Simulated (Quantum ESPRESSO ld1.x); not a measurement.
Values are calculated unless marked as measured or tabulated.
Question: These are the eigenvalues of the occupied orbitals of an atom or ion with whole-number occupations (eV). Level of theory: scalar-relativistic Kohn-Sham, LDA (Slater exchange, Perdew-Zunger correlation), spin-polarised, spherical densities, point nucleus (ld1.x of Quantum ESPRESSO 7.5).

orbital  eigenvalue
1s up      -12882.4
1s down    -12882.3
2s up      -2008.85
2s down    -2004.15
2p up      -1817.18
2p down    -1813.57
3s up      -563.371
3s down    -557.066
3p up      -502.321
3p down    -495.976
3d up      -406.235

Which element is it, and in what charge state? The configuration may be excited. Open shells, if any, are filled with parallel spins first.

Answer: Z = 34, selenium, charge +13: Se13+ in [Ar] 3d3. The list shows which subshells hold electrons but not how many an open one holds; the 1s level, -473.42 hartree, gives Z - s = 30.8 by -(Z - s)^2/2, which with screening and relativity narrows Z to a few neighbours, and the depths of the outer levels then fix element, charge and occupations together.
